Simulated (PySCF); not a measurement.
# Heteronuclear NMR

Numbering as in the mapped SMILES `[N:1]#[C:2][C:3]1=[CH:4][CH:5]=[CH:6][CH2:7]1` (H(Xn): hydrogen on atom n).

[PySCF: couplings computed with B3LYP/pcJ-1 (spin–dipole term only in couplings to heteroatoms); GIAO PBE0/pcSseg-1 shieldings; PBE0-D3(BJ)/def2-SVP geometry; no solvent model; a single conformation; one averaged value for each set of equivalent atoms; no relativistic terms]

Predict the ¹⁵N NMR data.

Answers


```
atoms       environment  σ (ppm)  δ (ppm)
   N1  nitrile nitrogen    -63.1    -92.6
```

Shieldings were converted by a linear fit to measured shifts: ¹⁵N (scatter 7.2 ppm rms vs CH3NO2, solution or neat liquid). Occasional misses reach two or three times the rms, and more in compound classes unlike the fitted ones. Couplings are scaled by factors fitted to measured values: ²J(H,H) × 0.91 (rms 0.6 Hz), ³J(H,H) × 0.91 (rms 0.4 Hz, 0.5 with 2 outliers); all others are unscaled and can be 10–30 % off.

Couplings (the largest are listed; each averaged over equivalent pairs): ¹J(N1,C2) = -20.4 Hz, ²J(N1,C3) = 4.5 Hz, ³J(N1,C4) = -2.0 Hz. Signs are for ¹⁵N, whose magnetogyric ratio is negative.

On a 400 MHz spectrometer ¹⁵N resonates near 40.5 MHz, so 1 ppm is 40.5 Hz.
